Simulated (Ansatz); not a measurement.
Mulliken charges of C4H3F3, SMILES `F/C=C/C=C(F)F` from PBE/def2-TZVPP in Ansatz (PBE0-D4/def2-TZVP geometry).

```
atom   x (Å)   y (Å)   z (Å)  charge (e)
  F1  -0.822  -2.862   0.178      -0.151
  C2  -0.267  -1.772  -0.353       0.066
  C3  -0.308  -0.599   0.266      -0.083
  C4   0.287   0.591  -0.292      -0.193
  C5   0.260   1.771   0.308       0.336
  F6  -0.301   2.016   1.470      -0.123
  F7   0.793   2.867  -0.178      -0.122
  H8   0.200  -1.966  -1.313       0.081
  H9  -0.807  -0.536   1.227       0.094
 H10   0.790   0.551  -1.250       0.094
```

Problem. By hand: the dipole of these point charges (1 e Å = 4.8032 D).

Solution. Σ q r = (0.119, 0.090, -0.180) e Å, of length 0.234 e Å = 1.12 D.

Problem. How does the dipole of the full density compare? (Estimate.)

Solution. Computed: (0.109, 0.016, -0.196) e Å, 1.08 D; the point charges give 1.04 times that, at 19° from its direction.

Point charges leave out the atoms' own dipoles, such as those of lone pairs, and Mulliken's split depends on the basis, so the two needn't agree.
